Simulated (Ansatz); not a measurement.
Geometry optimisation, RKS PBE-D4/def2-SVP (Ansatz 0.2.0).

Input:

```yaml
crystal:
  periodic: [false, false, false]
  atoms:
    - { symbol: Sn, position_ang: [0.014082, 0.0676, -1.116255] }
    - { symbol: C, position_ang: [1.548346, -0.031078, 1.858766] }
    - { symbol: H, position_ang: [0.603745, -0.577618, 1.67002] }
    - { symbol: H, position_ang: [2.155571, -0.61606, 2.574356] }
    - { symbol: H, position_ang: [1.322042, 0.967163, 2.272728] }
    - { symbol: H, position_ang: [2.13273, 0.078104, 0.921996] }
    - { symbol: H, position_ang: [-0.871467, 1.323066, -0.158447] }
    - { symbol: Cl, position_ang: [-1.362249, -1.757976, -0.307964] }
basis:
  gaussian: { orbitals: def2-SVP }
hamiltonian:
  xc: pbe
  dispersion: d4
relax:
  f_tol: 0.03
  max_steps: 50
```

Launched with:

```bash
$ ansatz run input.yaml --threads 1 --pin off --max-ram 2048MiB --backend cpu --events-out ev --progress --plain --runs-dir out
```

Task: Where does it end, and by what steps?

Result: The forces met the threshold. After 7 steps the energy has fallen by 0.008 eV; H6 moved furthest, 0.23 Å.

| step | energy less start (eV) | largest force component (eV/Å) | accepted |
| --- | --- | --- | --- |
| 0 | 0.0000 | 0.054 | yes |
| 1 | -0.0002 | 0.143 | yes |
| 2 | -0.0052 | 0.073 | yes |
| 3 | -0.0061 | 0.056 | yes |
| 4 | -0.0065 | 0.056 | yes |
| 5 | -0.0069 | 0.101 | yes |
| 6 | -0.0075 | 0.055 | yes |
| 7 | -0.0079 | 0.006 | yes |

```xyz
8
Properties=species:S:1:pos:R:3
Sn 0.114 -0.014 -1.082
C 1.498 -0.026 1.849
H 0.581 -0.634 1.716
H 2.238 -0.614 2.423
H 1.249 0.910 2.379
H 1.964 0.226 0.870
H -0.715 1.330 -0.199
Cl -1.386 -1.724 -0.240
```

Whether the end is a true minimum wasn't checked by a vibrational analysis.

The run took 34 s on 1 thread of Arm Neoverse N1 (shared host), peak memory 0.12 GiB.
